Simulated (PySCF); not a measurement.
B3LYP has the VWN-RPA correlation part, as in Gaussian. 

Cartesian coordinates (Å):
```xyz
8

C      0.9519    -0.3048     0.1066
C     -0.2864     0.4768    -0.0844
O     -1.4097    -0.3257    -0.3921
H      1.1261    -1.1844    -0.5018
H      1.7572     0.0688     0.7263
H     -0.1860     1.1655    -0.9360
H     -0.4774     1.1083     0.7962
H     -1.4757    -1.0045     0.2851
```
Charge 0, spin multiplicity 2.

Question: Estimate the dipole moment, total energy and highest occupied spin orbital that B3LYP-D3(BJ)/def2-TZVP // PBE0-D4/def2-TZVP (PySCF 2.14.0) returns for this input.

Answer: 
dipole moment: 0.317 e·Å
total energy: -154.4437 Ha
highest occupied spin orbital: -6.06 eV
